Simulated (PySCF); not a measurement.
# Core-level binding energies of `C=CC[NH][GeH2][Br]`

Species: C₃H₈BrGeN.
Geometry (PBE0-D3(BJ)/def2-SVP, Å), atoms numbered from 1 in this order:
```xyz
14
C3H8BrGeN angstrom
C      0.9628   -0.8877   -0.2565
C      0.7365    0.3121    0.2752
C     -0.5815    0.7767    0.8303
N     -1.6603   -0.1778    0.7212
Ge    -2.9727   -0.0366   -0.5119
Br    -4.2414    1.8871   -0.1464
H      0.1581   -1.6263   -0.3137
H      1.9450   -1.1630   -0.6475
H      1.5475    1.0495    0.3276
H     -0.4378    1.0678    1.8875
H     -0.8555    1.7268    0.3322
H     -1.8657   -0.6961    1.5662
H     -3.9078   -1.2419   -0.3696
H     -2.3604    0.1600   -1.9025
```

Computed with delta-SCF UKS SCAN, pcX-2 on the ionised atom, pcseg-1 elsewhere, spin-free X2C in PySCF 2.14.0. Each binding energy is the total energy of the core-ionised species, with the hole localised on one atom, minus that of the ground state; both are solved self-consistently, so orbital relaxation is included.

**Question.** List the computed XPS lines with their assignment.

**Answer.** 
```json
{"atom(s)": "C1", "environment": "terminal =CH2 carbon", "level": "C 1s", "binding energy (eV)": "290.06", "above the level's lowest (eV)": "0.00", "count": "1"}
{"atom(s)": "C2", "environment": "alkene CH carbon", "level": "C 1s", "binding energy (eV)": "290.46", "above the level's lowest (eV)": "+0.40", "count": "1"}
{"atom(s)": "C3", "environment": "sp3 carbon bound to nitrogen", "level": "C 1s", "binding energy (eV)": "291.81", "above the level's lowest (eV)": "+1.75", "count": "1"}
{"atom(s)": "N4", "environment": "nitrogen bonded to C, Ge and H", "level": "N 1s", "binding energy (eV)": "404.58", "above the level's lowest (eV)": "0.00", "count": "1"}
```

Lowest listed C 1s: C1, bonded to C (double bond) and 2 H. Highest, 1.75 eV above it: C3, bonded to N, C and 2 H.

**Question.** Express the binding energy of C 1s of C1 in atomic units and per mole.

**Answer.** 290.06 eV = 10.6595 Eh = 27987 kJ/mol.

No level of bromine or germanium is listed. One conformer (not necessarily the lowest) at the PBE0-D3(BJ)/def2-SVP geometry, without solvent, vibrations or thermal averaging.

Time: 63 s of wall time. Hardware: one thread, Arm Neoverse V1, no GPU, on a shared host.
